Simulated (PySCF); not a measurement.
Isomers of C7H12.

All values: B3LYP/def2-SVPD (PySCF) at PBE0-D3(BJ)/def2-SVP geometries, gas phase, one conformer each. Core orbitals are frozen in the response; Δα² is half the sum of the squared differences of the principal polarisabilities.

Question: Rank by dipole moment, highest first.
A. `C[C@H]1[C@@H]2CC[C@H]1C2`
B. `[CH:1]#[C:2][C@@H:3]([CH3:4])[CH:5]([CH3:6])[CH3:7]` with C2–C3–C5–C6 63°
C. `[CH3:1][CH2:2][CH2:3][C:4]1=[CH:5][CH2:6][CH2:7]1` with C1–C2–C3–C4 -63°, C2–C3–C4–C5 121°

Answer: B (0.72 D), C (0.41 D), A (0.11 D).

Question: Rank by polarisability anisotropy Δα, lowest first.
A. `[CH3:1][CH2:2][C:3]1=[CH:4][CH2:5][CH2:6][CH2:7]1` with C1–C2–C3–C4 -116°, C3–C4–C5–C6 14°, C4–C5–C6–C7 -22°, C5–C6–C7–C3 22°, C2–C3–C7–C6 168°
B. `C[C@H]1[C@@H]2CC[C@H]1C2`
C. `[CH2:1]1[CH2:2][CH2:3][C:4]2([CH2:5]1)[CH2:6][CH2:7]2` with C5–C1–C2–C3 42°, C1–C2–C3–C4 -34°, C2–C3–C4–C5 13°, C3–C4–C5–C1 13° (spiro[2.4]heptane)
D. `[CH:1]#[C:2][C@@H:3]([CH3:4])[CH:5]([CH3:6])[CH3:7]` with C2–C3–C5–C6 63°
E. `[CH3:1][CH2:2][CH2:3][C:4]1=[CH:5][CH2:6][CH2:7]1` with C1–C2–C3–C4 -63°, C2–C3–C4–C5 121°
F. `C1C[C@H]2CC[C@@H]1C2`

Answer: F (0.62 Å³), B (1.66 Å³), C (2.11 Å³), D (2.71 Å³), E (3.34 Å³), A (4.20 Å³).

Question: Rank by mean static polarisability, highest first.
A. `[CH2:1]1[CH2:2][CH2:3][C:4]2([CH2:5]1)[CH2:6][CH2:7]2` with C5–C1–C2–C3 42°, C1–C2–C3–C4 -34°, C2–C3–C4–C5 13°, C3–C4–C5–C1 13°
B. `[CH3:1][CH2:2][CH2:3][C:4]1=[CH:5][CH2:6][CH2:7]1` with C1–C2–C3–C4 -63°, C2–C3–C4–C5 121°
C. `C1C[C@H]2CC[C@@H]1C2`

Answer: B (12.44 Å³), A (11.78 Å³), C (11.43 Å³).

All values together:

| SMILES | μ (D) | HOMO (eV) | LUMO (eV) | α (Å³) | Δα (Å³) | ΔSCF removal energy (eV) |
| --- | --- | --- | --- | --- | --- | --- |
| CCCC1=CCC1 | 0.41 | -6.57 | 0.26 | 12.44 | 3.34 | – |
| C[C@H]1[C@@H]2CC[C@H]1C2 | 0.11 | -7.89 | 0.55 | 11.64 | 1.66 | 9.96 |
| C1C[C@H]2CC[C@@H]1C2 | 0.10 | -7.94 | 0.39 | 11.43 | 0.62 | 10.02 |
| C#C[C@@H](C)C(C)C | 0.72 | -7.39 | 0.31 | 12.48 | 2.71 | – |
| C1CCC2(C1)CC2 | 0.24 | -7.28 | 0.55 | 11.78 | 2.11 | 9.43 |
| CCC1=CCCC1 | 0.24 | -6.35 | 0.31 | 12.39 | 4.20 | – |

Conformers: `[CH3:1][CH2:2][CH2:3][C:4]1=[CH:5][CH2:6][CH2:7]1` with C1–C2–C3–C4 -63°, C2–C3–C4–C5 121°; `[CH:1]#[C:2][C@@H:3]([CH3:4])[CH:5]([CH3:6])[CH3:7]` with C2–C3–C5–C6 63°; `[CH2:1]1[CH2:2][CH2:3][C:4]2([CH2:5]1)[CH2:6][CH2:7]2` with C5–C1–C2–C3 42°, C1–C2–C3–C4 -34°, C2–C3–C4–C5 13°, C3–C4–C5–C1 13°; `[CH3:1][CH2:2][C:3]1=[CH:4][CH2:5][CH2:6][CH2:7]1` with C1–C2–C3–C4 -116°, C3–C4–C5–C6 14°, C4–C5–C6–C7 -22°, C5–C6–C7–C3 22°, C2–C3–C7–C6 168°.

A dash marks a removal energy that wasn't run or isn't settled.
